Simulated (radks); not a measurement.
As II, configuration [Ar] 3d10 4s2 4p2.

Calculated with a radial shooting solver on a logarithmic mesh with Libxc functionals: scalar-relativistic Kohn-Sham, PBE, spin-polarised, spherical densities, finite nucleus; open shells are filled with parallel spins first; Fermi nuclear charge, rms radius 4.0968 fm.

Energy parts (eV):
| part | energy |
|---|---|
| total | -61511.072 |
| kinetic | 62695.430 |
| electron-nucleus | -147964.266 |
| Hartree | 26026.923 |
| exchange-correlation | -2269.159 |

Orbitals (lengths in bohr, moments of r in powers of bohr; r(90%) holds 90 % of the orbital's charge):
| orbital | occ. | eigenvalue (eV) | <r^4> | r(90%) | <1/r> |
|---|---|---|---|---|---|
| 1s up | 1 | -11729.11 | 0.00001999 | 0.0813 | 33.47 |
| 1s down | 1 | -11729.02 | 0.00001999 | 0.0813 | 33.47 |
| 2s up | 1 | -1496.395 | 0.004070 | 0.314 | 7.368 |
| 2s down | 1 | -1496.357 | 0.004070 | 0.314 | 7.368 |
| 2p up | 3 | -1313.336 | 0.002973 | 0.289 | 7.220 |
| 2p down | 3 | -1313.258 | 0.002973 | 0.289 | 7.220 |
| 3s up | 1 | -199.9719 | 0.2735 | 0.893 | 2.385 |
| 3s down | 1 | -199.8552 | 0.2728 | 0.893 | 2.385 |
| 3p up | 3 | -143.3551 | 0.3463 | 0.947 | 2.231 |
| 3p down | 3 | -143.2193 | 0.3442 | 0.946 | 2.232 |
| 3d up | 5 | -50.3452 | 0.8023 | 1.14 | 1.906 |
| 3d down | 5 | -50.1259 | 0.7681 | 1.13 | 1.912 |
| 4s up | 1 | -24.0851 | 25.75 | 2.79 | 0.6985 |
| 4s down | 1 | -22.2103 | 25.98 | 2.79 | 0.7054 |
| 4p up | 2 | -14.0791 | 62.04 | 3.47 | 0.5644 |
| 4p down | 0 | -12.1610 | 68.70 | 3.57 | 0.5600 |

The highest occupied level is 4p up at -14.079 eV. Spin moment in Bohr magnetons: 2. The density falls to 0.001 e/bohr^3 at r = 3.94 bohr. The spin density at the nucleus is -0.9072 e/bohr^3 (1s -0.1637, 2s 0.0684, 3s 0.0202, 4s -0.8320).
